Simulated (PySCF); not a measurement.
Choosing a molecule for a target property.

Species are written as SMILES; each is one conformer at its optimised geometry, gas phase, non-relativistic unless stated; the electronic structure was computed with PySCF and density fitting.

The conformers computed, where there is a choice (atom-mapped SMILES and torsion angles):
- `[CH3:1][CH2:2][C@H:3]1[CH2:4][Si@@H:5]([NH2:6])[CH2:7]1`: C1–C2–C3–C4 177°, H–N6–Si5–C4 156°, H–N6–Si5–C4 -70°
- `[CH3:1][S:2][SiH2:3][C:4]1=[CH:5][CH2:6][Si@@H:7]1[F:8]`: C1–S2–Si3–C4 -62°, S2–Si3–C4–C5 166°
- `[CH3:1][Si:2]([CH3:3])([CH:4]=[O:5])[CH2:6][C:7]#[N:8]`: C1–Si2–C4–O5 -142°, C1–Si2–C6–C7 61°
- `[CH3:1][CH2:2][C@H:3]1[CH2:4][Si@H:5]([NH2:6])[CH2:7]1`: C1–C2–C3–C4 178°, H–N6–Si5–C4 -46°, H–N6–Si5–C4 93°
- `[F:1][P:2]([F:3])[P:4]([P:5]([F:6])[F:7])[P:8]([F:9])[F:10]`: F1–P2–P4–P5 -74°, P2–P4–P5–F6 109°, P2–P4–P8–F9 -74°
- `[F:1][C@@H:2]1[CH2:3][CH:4]=[C:5]1[SiH2:6][S:7][SiH3:8]`: C4–C5–Si6–S7 10°, C5–Si6–S7–Si8 -178°
- `[CH3:1][CH2:2][S:3][SiH2:4][S:5][CH3:6]`: C1–C2–S3–Si4 -78°, C2–S3–Si4–S5 -48°, S3–Si4–S5–C6 -56°
- `[CH3:1][C@H:2]1[CH2:3][C@@H:4]([NH:5][SiH3:6])[CH2:7]1`: C3–C4–N5–Si6 -163°
- `[CH3:1][O:2][C@@H:3]1[CH2:4][C@:5]1([SiH3:6])[C:7]#[N:8]`: C1–O2–C3–C4 152°

Question: Wanted: lowest singlet excitation below 4 eV (TDDFT B3LYP/def2-SVPD) and smallest rotational constant below 1 GHz (GFN2-xTB), at GFN2-xTB geometries. Which candidate meets both?
A. `CS[SiH2]C1=CC[Si@@H]1F`
B. `CC[C@H]1C[Si@H](N)C1`
C. `C[Si](C)(C=O)CC#N`
D. `CC[C@H]1C[Si@@H](N)C1`

Answer: C. Computed values:
```
               species  lowest singlet excitation  smallest rotational constant
     C[Si](C)(C=O)CC#N                    3.14 eV                     0.961 GHz
CS[SiH2]C1=CC[Si@@H]1F                    4.36 eV                     0.620 GHz
  CC[C@H]1C[Si@H](N)C1                    5.95 eV                     1.012 GHz
 CC[C@H]1C[Si@@H](N)C1                    6.07 eV                     1.064 GHz
```

Question: Wanted: HOMO–LUMO gap below 6.2 eV (B3LYP/def2-SVPD) and static isotropic polarisability below 104 au (B3LYP/def2-SVPD), at GFN2-xTB geometries. Which candidate meets both?
A. `CC[C@H]1C[Si@@H](N)C1`
B. `[Si@@H]1(F)C(=CC1)[SiH2]SC`
C. `F[C@@H]1CC=C1[SiH2]S[SiH3]`
D. `FP(F)P(P(F)F)P(F)F`
E. `CS[SiH2]SCC`

Answer: D. Computed values:
```
                   species  HOMO–LUMO gap  static isotropic polarisability
[Si@@H]1(F)C(=CC1)[SiH2]SC        5.17 eV                         117.8 au
        FP(F)P(P(F)F)P(F)F        5.61 eV                         101.4 au
F[C@@H]1CC=C1[SiH2]S[SiH3]        5.99 eV                         122.1 au
               CS[SiH2]SCC        6.37 eV                         107.1 au
     CC[C@H]1C[Si@@H](N)C1        7.10 eV                          93.3 au
```

Question: Wanted: lowest triplet excitation (Tamm–Dancoff) between 4 eV and 5 eV (TDA B3LYP/def2-SVPD) and electronic spatial extent ⟨r²⟩ about the centre of nuclear charge above 1300 bohr² (B3LYP/def2-SVPD), at GFN2-xTB geometries. Which candidate meets both?
A. `CC[C@H]1C[Si@H](N)C1`
B. `CO[C@@H]1C[C@]1([SiH3])C#N`
C. `C([Si](C=O)(C)C)C#N`
D. `CS[SiH2]C1[Si@H](CC=1)F`
E. `C[C@H]1C[C@@H](N[SiH3])C1`
F. `[C@H]1(CC)C[Si@@H](N)C1`
G. `FP(F)P(P(F)F)P(F)F`

Answer: D. Computed values:
```csv
species,lowest triplet excitation (Tamm–Dancoff),electronic spatial extent ⟨r²⟩ about the centre of nuclear charge
C([Si](C=O)(C)C)C#N,2.46 eV,1340 bohr²
FP(F)P(P(F)F)P(F)F,3.82 eV,2210 bohr²
CS[SiH2]C1[Si@H](CC=1)F,4.09 eV,1845 bohr²
C[C@H]1C[C@@H](N[SiH3])C1,5.28 eV,1363 bohr²
CC[C@H]1C[Si@H](N)C1,5.68 eV,1249 bohr²
[C@H]1(CC)C[Si@@H](N)C1,5.80 eV,1225 bohr²
CO[C@@H]1C[C@]1([SiH3])C#N,5.93 eV,1209 bohr²
```

Question: Wanted: dipole moment below 3 D (B3LYP/def2-SVPD) and HOMO energy below -6.8 eV (B3LYP/def2-SVPD), at GFN2-xTB geometries. Which candidate meets both?
A. `CO[C@@H]1C[C@]1([SiH3])C#N`
B. `C(C)S[SiH2]SC`
C. `CS[SiH2]C1=CC[Si@@H]1F`
D. `CC[C@H]1C[Si@@H](N)C1`

Answer: D. Computed values:
```csv
species,dipole moment,HOMO energy
C(C)S[SiH2]SC,0.97 D,-6.72 eV
CC[C@H]1C[Si@@H](N)C1,1.12 D,-6.91 eV
CS[SiH2]C1=CC[Si@@H]1F,2.58 D,-6.48 eV
CO[C@@H]1C[C@]1([SiH3])C#N,4.27 D,-7.54 eV
```
